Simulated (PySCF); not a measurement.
**Diatomic cations of Be with the second period**

CCSD(T) with double-zeta basis sets in PySCF, for the lowest determinant that a PBE0 search found; no spin–orbit coupling. De refers to high-spin ground-configuration atoms (the charge goes to the atom of lower measured ionisation energy or higher electron affinity, which is not always the lowest computed limit).

```csv
M,basis,"reference, frozen orbitals",charged atom,state (unpaired electrons),Re (Å),ωe (cm⁻¹),De (eV)
Li,aug-cc-pVDZ,"RHF, 0",Li+,singlet (closed shell),2.591,302,0.58
Be,cc-pVDZ,"ROHF, 0",Be+,doublet (σ ↑),2.254,524,1.92
B,def2-SVPD,"RHF, 1",B+,singlet (closed shell),2.223,452,1.52
C,aug-cc-pVDZ,"UHF, 1",Be+,"quartet (σ ↑, π ↑↑)",1.593,1087,2.48
O,cc-pVDZ,"UHF, 1",Be+,doublet (π ↑),1.463,1192,3.33
F,cc-pVDZ,"RHF, 1",Be+,singlet (closed shell),1.374,1356,5.35
```

The shortest bond is that of BeF⁺ (1.374 Å), the longest that of LiBe⁺ (2.591 Å). BeF⁺ is bound most strongly (5.35 eV) and LiBe⁺ least (0.58 eV).

The rows differ in basis set, which adds steps of its own.

The state changes along the series, so neighbouring rows are not always alike in their bonding.

Correlated steps freeze the inner cores (0 to 1 orbitals); shallow outer-core shells are correlated. UHF and ROHF references stand side by side, which adds small steps between rows. Correlated levels converge slowly with the basis: in double zeta they bind strong bonds too weakly, by up to about 1 eV, and carry superposition errors of some tenths. For an ion De counts to the pair picked by the measured ionisation energies or electron affinities, which need not be the lowest pair at this level. Where the molecule has an RHF reference, its open-shell atoms are computed with UHF. The CCSD T1 diagnostic is raised in BeB⁺, a sign that a single reference may not be enough there. States were picked by a PBE0 search and need not be the measured ground states.
